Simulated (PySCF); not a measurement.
**Frontier levels across methods**

Compound: CH7NOSi3.
Structure used (PBE0-D3(BJ)/def2-SVP), in Å, numbered top down from 1:
```
atom  x, y, z in Å
N1     0.7276    2.9037   -1.1814
C2     0.4181    1.7855   -1.1731
Si3   -0.1251   -0.0010   -1.1017
Si4   -2.2472   -0.0230   -0.1051
O5     0.9774   -0.8369   -0.2048
Si6    1.9053   -0.8153    1.1812
H7    -0.1038   -0.4963   -2.5031
H8    -3.1877    0.8098   -0.9130
H9    -2.7502   -1.4283   -0.0383
H10   -2.1320    0.5339    1.2762
H11    2.7649   -2.0295    1.1686
H12    2.7443    0.4172    1.2057
H13    1.0132   -0.8368    2.3784
```

Basis pcSseg-1 throughout (PySCF), one geometry. One conformer (not necessarily the lowest) at the PBE0-D3(BJ)/def2-SVP geometry, without solvent, vibrations or thermal averaging.

How do the orbital energies, the gap and the dipole change with the method?

```json
{"method": "BLYP", "kind": "GGA", "HOMO (eV)": "-7.11", "LUMO (eV)": "-2.00", "gap (eV)": "5.11", "μ (D)": "3.16", "SCF cycles": "15"}
{"method": "OPBE", "kind": "GGA", "HOMO (eV)": "-7.23", "LUMO (eV)": "-2.04", "gap (eV)": "5.18", "μ (D)": "3.11", "SCF cycles": "15"}
{"method": "PBE", "kind": "GGA", "HOMO (eV)": "-7.24", "LUMO (eV)": "-2.20", "gap (eV)": "5.04", "μ (D)": "3.15", "SCF cycles": "15"}
{"method": "B97-D", "kind": "GGA", "HOMO (eV)": "-7.26", "LUMO (eV)": "-2.05", "gap (eV)": "5.21", "μ (D)": "3.18", "SCF cycles": "15"}
{"method": "KT2", "kind": "GGA", "HOMO (eV)": "-7.31", "LUMO (eV)": "-2.31", "gap (eV)": "5.00", "μ (D)": "3.17", "SCF cycles": "15"}
{"method": "KT3", "kind": "GGA", "HOMO (eV)": "-7.33", "LUMO (eV)": "-2.16", "gap (eV)": "5.17", "μ (D)": "3.12", "SCF cycles": "15"}
{"method": "LDA", "kind": "LDA", "HOMO (eV)": "-7.33", "LUMO (eV)": "-2.45", "gap (eV)": "4.88", "μ (D)": "3.25", "SCF cycles": "14"}
{"method": "BP86", "kind": "GGA", "HOMO (eV)": "-7.36", "LUMO (eV)": "-2.29", "gap (eV)": "5.07", "μ (D)": "3.19", "SCF cycles": "15"}
{"method": "B97-2", "kind": "global hybrid", "HOMO (eV)": "-8.26", "LUMO (eV)": "-1.31", "gap (eV)": "6.95", "μ (D)": "3.23", "SCF cycles": "14"}
{"method": "B3LYP", "kind": "global hybrid", "HOMO (eV)": "-8.28", "LUMO (eV)": "-1.46", "gap (eV)": "6.81", "μ (D)": "3.23", "SCF cycles": "14"}
{"method": "PBE0", "kind": "global hybrid", "HOMO (eV)": "-8.49", "LUMO (eV)": "-1.31", "gap (eV)": "7.18", "μ (D)": "3.23", "SCF cycles": "14"}
{"method": "mPW1PW91", "kind": "global hybrid", "HOMO (eV)": "-8.53", "LUMO (eV)": "-1.30", "gap (eV)": "7.22", "μ (D)": "3.25", "SCF cycles": "14"}
{"method": "BHandHLYP", "kind": "global hybrid", "HOMO (eV)": "-9.63", "LUMO (eV)": "-0.28", "gap (eV)": "9.34", "μ (D)": "3.30", "SCF cycles": "13"}
{"method": "CAM-B3LYP", "kind": "range-separated hybrid", "HOMO (eV)": "-9.78", "LUMO (eV)": "-0.17", "gap (eV)": "9.61", "μ (D)": "3.25", "SCF cycles": "12"}
{"method": "wB97X-D", "kind": "range-separated hybrid", "HOMO (eV)": "-10.31", "LUMO (eV)": "0.45", "gap (eV)": "10.76", "μ (D)": "3.26", "SCF cycles": "14"}
{"method": "LC-wPBE", "kind": "range-separated hybrid", "HOMO (eV)": "-11.08", "LUMO (eV)": "0.93", "gap (eV)": "12.01", "μ (D)": "3.25", "SCF cycles": "14"}
{"method": "HF", "kind": "Hartree–Fock", "HOMO (eV)": "-11.38", "LUMO (eV)": "2.16", "gap (eV)": "13.54", "μ (D)": "3.37", "SCF cycles": "12"}
```

The HOMO spans 4.27 eV, from BLYP down to HF, and the gap runs from 4.88 eV (LDA) to 13.54 eV (HF). Over the methods BLYP (0 %), OPBE (0 %), PBE (0 %), B97-D (0 %), KT2 (0 %), KT3 (0 %), LDA (0 %), BP86 (0 %), B97-2 (21 %), B3LYP (20 %), PBE0 (25 %), mPW1PW91 (25 %), BHandHLYP (50 %), HF (100 %), a straight line through the gap against the share of exact exchange rises by 0.85 eV for each 10 % (correlation coefficient 0.999). The dipole ranges from 3.11 D (OPBE) to 3.37 D (HF). This basis has no diffuse functions.
